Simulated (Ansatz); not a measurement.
Ideal-gas functions of CH4Cl2SSn (`[CH3][Sn]([SH])([Cl])[Cl]`) at 400 K and 1 bar, from an Ansatz frequency run at PBE0-D4/def2-TZVP.

Molar mass 237.73 g/mol, point group Cs (symmetry number 1), electronic degeneracy 1, moments of inertia 378.752, 392.909, 494.129 u Å². Harmonic wavenumbers (cm⁻¹, unscaled): 59, 63, 101, 120, 125, 129, 136, 357, 374, 377, 550, 695, 783, 792, 1226, 1444, 1445, 2709, 3078, 3185, 3187.

Use S(trans) = R[1.5 ln M + 2.5 ln T − 1.1517]; rotational temperatures θ = 24.2544 K / I; S(rot) = R[ln(√π/σ · √(T³/θAθBθC)) + 1.5]; for each mode x = 1.438777 ν̃/T, S = R[x/(eˣ − 1) − ln(1 − e⁻ˣ)] and H = RT x/(eˣ − 1); 1 cm⁻¹ = 0.0119627 kJ/mol; R = 8.31446 J/(mol·K).

Question: By hand: the entropy, in J/(mol·K).

Answer: Translation 183.2. Rotation: θ = 0.064, 0.0617, 0.0491 K, giving 127.5. Vibration, mode by mode: 21.22, 20.68, 16.78, 15.36, 15.03, 14.77, 14.34, 6.78, 6.45, 6.39, 3.88, 2.57, 2.00, 1.95, 0.55, 0.29, 0.29, 0.01, 0.00, 0.00, 0.00, in all 149.3. Electronic 0.0. Sum 460.0 J/(mol·K).

Question: By hand: H − E and G − E in kJ/mol, counted from the electronic energy.

Answer: Zero-point energy ½ × 20935 × 0.0119627 = 125.2; thermal vibration 27.3; translation, rotation and pV give 4 RT = 13.3. H − E = 165.8 kJ/mol, and G − E = 165.8 − 400 × 460.0/1000 = -18.2 kJ/mol.

Vibration gives 32 % of the entropy, 118.2 J/(mol·K) of it from the modes under 150 cm⁻¹: soft modes count most, and the harmonic formula is weakest for them. The sum counts one conformer and one mirror image; others add a mixing term.
